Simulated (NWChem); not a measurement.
silylphosphine (SiPH5); SMILES [SiH3]P

```xyz
7

Si    -0.0001     1.0728    -0.0226
P      0.0000    -1.1937    -0.0996
H     -1.2179     1.5603    -0.7375
H      1.2134     1.5607    -0.7446
H      0.0039     1.6306     1.3646
H     -1.0386    -1.3208     0.8741
H      1.0447    -1.3204     0.8677
```
Atoms are numbered in this order, from 1.

Computed with NWChem. Pople sets run with spherical d functions. STO-3G and 3-21G are far too small for this property and stand as cheap habits. All runs use the structure optimised with PBE0/def2-SVP. B3LYP is NWChem's, with the RPA form of VWN correlation. GIAO values for the isolated, static molecule; σ is the absolute isotropic shielding, δ = σ(reference) − σ with the isolated reference molecule computed at the same levels (1H: tetramethylsilane, 31P: phosphine, 29Si: tetramethylsilane).

```csv
level,δ Si1 (ppm),δ P2 (ppm),δ H3 (rotor mean) (ppm),δ H6 (ppm)
PBE0/pcSseg-2,-78.6,-23.1,4.12,1.71
Hartree-Fock/6-31G*,-49.7,-35.5,4.19,1.50
Hartree-Fock/STO-3G,-54.3,-37.5,1.29,-0.33
B3LYP/6-31G*,___,___,4.12,1.50
```

Complete the blanks.


- B3LYP/6-31G*, δ Si1 (ppm): -44.2
- B3LYP/6-31G*, δ P2 (ppm): -27.7
